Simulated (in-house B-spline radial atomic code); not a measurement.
Successive ionisation energies of vanadium; each step leads to the configuration of the next row (after the last: bare). Dirac energy differences include first-order Breit, QED and recoil terms. NIST's values go from ground level to ground level; the uncertainty of those that are theory runs from under 0.1 % in few-electron ions to several per cent in heavy many-electron ones. Computed with a radial B-spline atomic code at the basis-set limit: Dirac-Hartree-Fock, average of the configuration, finite nuclei.

```json
{"ion": "V14+", "configuration": "[He] 2s2 2p5", "ionisation energy (eV)": "981.6", "tabulated value (eV)": "977.2", "tabulated kind": "semi-empirical", "computed minus tabulated (eV)": "4", "highest orbital": "2p3/2", "largest mean radius (bohr)": "0.29741"}
{"ion": "V15+", "configuration": "[He] 2s2 2p4", "ionisation energy (eV)": "?", "tabulated value (eV)": "?", "tabulated kind": "semi-empirical", "computed minus tabulated (eV)": "?", "highest orbital": "?", "largest mean radius (bohr)": "?"}
{"ion": "V16+", "configuration": "[He] 2s2 2p3", "ionisation energy (eV)": "1160.0", "tabulated value (eV)": "1165.2", "tabulated kind": "semi-empirical", "computed minus tabulated (eV)": "-5", "highest orbital": "2p3/2", "largest mean radius (bohr)": "0.28888"}
{"ion": "V17+", "configuration": "[He] 2s2 2p2", "ionisation energy (eV)": "1253.6", "tabulated value (eV)": "1258.9", "tabulated kind": "semi-empirical", "computed minus tabulated (eV)": "-5", "highest orbital": "2p3/2", "largest mean radius (bohr)": "0.28478"}
{"ion": "V18+", "configuration": "[He] 2s2 2p1", "ionisation energy (eV)": "1350.0", "tabulated value (eV)": "1354.2", "tabulated kind": "semi-empirical", "computed minus tabulated (eV)": "-4", "highest orbital": "2p3/2", "largest mean radius (bohr)": "0.28077"}
{"ion": "V19+", "configuration": "[He] 2s2", "ionisation energy (eV)": "?", "tabulated value (eV)": "?", "tabulated kind": "semi-empirical", "computed minus tabulated (eV)": "?", "highest orbital": "?", "largest mean radius (bohr)": "?"}
{"ion": "V20+", "configuration": "[He] 2s1", "ionisation energy (eV)": "1569.5", "tabulated value (eV)": "1569.656", "tabulated kind": "tabulated theory", "computed minus tabulated (eV)": "0", "highest orbital": "2s1/2", "largest mean radius (bohr)": "0.27326"}
{"ion": "V21+", "configuration": "1s2", "ionisation energy (eV)": "6849.8", "tabulated value (eV)": "6851.311", "tabulated kind": "tabulated theory", "computed minus tabulated (eV)": "-1", "highest orbital": "1s1/2", "largest mean radius (bohr)": "0.065687"}
{"ion": "V22+", "configuration": "1s1", "ionisation energy (eV)": "7246.1", "tabulated value (eV)": "7246.126", "tabulated kind": "tabulated theory", "computed minus tabulated (eV)": "0", "highest orbital": "1s1/2", "largest mean radius (bohr)": "0.064601"}
```

Question: Fill in the row of V15+.

Answer: ionisation energy (eV): 1069.4; tabulated value (eV): 1062.9; computed minus tabulated (eV): 6; highest orbital: 2p3/2; largest mean radius (bohr): 0.2931.

Question: Fill in the row of V19+.

Answer: ionisation energy (eV): 1480.2; tabulated value (eV): 1486.7; computed minus tabulated (eV): -7; highest orbital: 2s1/2; largest mean radius (bohr): 0.27686.

Question: Where is the largest jump?

Answer: From V20+ to V21+, by a factor of 4.36 (1569.5 to 6849.8 eV); the highest orbital goes from 2s1/2 to 1s1/2.

Where a p, d or f electron is removed, the computed value is a mean over both j, so it misses the tabulated one by a part of the spin-orbit splitting; averaging over terms and missing correlation add to the gap, relatively most at low charge.
